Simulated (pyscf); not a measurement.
This saddle point was located with ωB97X-D3(BJ)/def2-SVP in PySCF.

```xyz
6

Al     0.5948    -0.1348    -0.8150
F      0.9658    -0.1614    -2.4412
C      0.5016     1.1559     0.5330
H     -0.7847    -0.0741     0.1128
H      0.5367     0.7956     1.5710
H      0.2108     2.2157     0.4532
```
Charge 0, spin multiplicity 2.

Surface: doublet, charge 0. Lowest wavenumbers (cm⁻¹): 1524i, 183, 269, 537, 681.

Problem. Name the species on either side of this saddle.

Solution. [H₃C–Al–F]• <-> •H₂C–AlH–F, a hydrogen shift read from left to right: C–H broken and Al–H formed. At CCSD(T)/def2-TZVPP + ΔMP2(QZVPP) it lies +2.42 eV from the left side and +1.72 eV from the right (each side as separated species at their lowest minima found). This is the saddle that the search found; another between the same sides may lie lower. The CCSD(T) − MP2 part came from Ansatz, without density fitting, on the same reference. A UHF reference is spin-contaminated (<S²> up to 0.86), which harms MP2 most.
